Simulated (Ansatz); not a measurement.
Computed with frozen-core CCSD(T)/cc-pVTZ // PBE0-D3(BJ)/def2-TZVP (Ansatz, an electronic-structure program). The restricted HF reference is unstable towards unrestricted orbitals.

Ansatz 0.2 input:
```yaml
crystal:
  periodic: [false, false, false]
  atoms:
    - { symbol: C, position_ang: [2.443317, 0.99921, -0.007336] }
    - { symbol: C, position_ang: [1.583683, 0.160789, 0.072327] }
    - { symbol: C, position_ang: [0.602301, -0.851512, 0.16223] }
    - { symbol: C, position_ang: [-0.684781, -0.575808, 0.3132] }
    - { symbol: C, position_ang: [-1.837406, 0.248516, 0.460158] }
    - { symbol: O, position_ang: [-1.84712, -1.223338, 0.431437] }
    - { symbol: H, position_ang: [3.199619, 1.743949, -0.077529] }
    - { symbol: H, position_ang: [0.909688, -1.890815, 0.107599] }
    - { symbol: H, position_ang: [-2.080966, 0.675803, 1.427535] }
    - { symbol: H, position_ang: [-2.288327, 0.713212, -0.410723] }
basis:
  gaussian: { orbitals: cc-pVTZ }
correlation:
  method: ccsd_t
```

Output:

```
Functional definition: HF
1371 factors; integrals over basis functions are off by at most 1.0e-3 eV
mean field evaluation 1: about -7247.5144 eV, gradient 3.4e1 eV
mean field evaluation 2: about -7247.9989 eV, gradient 3.4e1 eV
mean field evaluation 4: about -7251.0798 eV, gradient 5.4e0 eV
mean field evaluation 8: about -7251.1514 eV, gradient 3.7e-1 eV
mean field evaluation 16: about -7247.5144 eV, gradient 3.4e1 eV
mean field -7251.15215954 eV, -266.4749268557 hartree, gradient 7.5e-6 eV, S^2 0.000000; 0 other end points of the search recorded, 0 dependent functions left out; unrestricted orbitals would lower it
6 core orbitals not correlated
reference -7251.15215954 eV, -266.4749268557 hartree; 15, 15 occupied and 215, 215 virtual orbitals, 1371 factors
second order -27.36341797 eV of doubles, -0.00000000 eV of singles
cycle   1  -26.91274907 eV  change    4.5e-1 eV  update   1.3e-1
cycle   2  -27.67695832 eV  change   -7.6e-1 eV  update   4.3e-2
cycle   3  -27.86801771 eV  change   -1.9e-1 eV  update   2.1e-2
cycle   4  -27.86368944 eV  change    4.3e-3 eV  update   6.6e-3
cycle   5  -27.86286165 eV  change    8.3e-4 eV  update   2.9e-3
cycle   6  -27.86522933 eV  change   -2.4e-3 eV  update   9.9e-4
cycle   7  -27.86518981 eV  change    4.0e-5 eV  update   3.5e-4
cycle   8  -27.86494982 eV  change    2.4e-4 eV  update   1.4e-4
cycle   9  -27.86496956 eV  change   -2.0e-5 eV  update   5.1e-5
cycle  10  -27.86497066 eV  change   -1.1e-6 eV  update   1.8e-5
perturbative correction -1.42406569 eV, -0.0523334490 hartree
Total energy: -7280.44119590 eV, -267.5512790890 hartree
```

Cost: roughly 6 core-minutes.
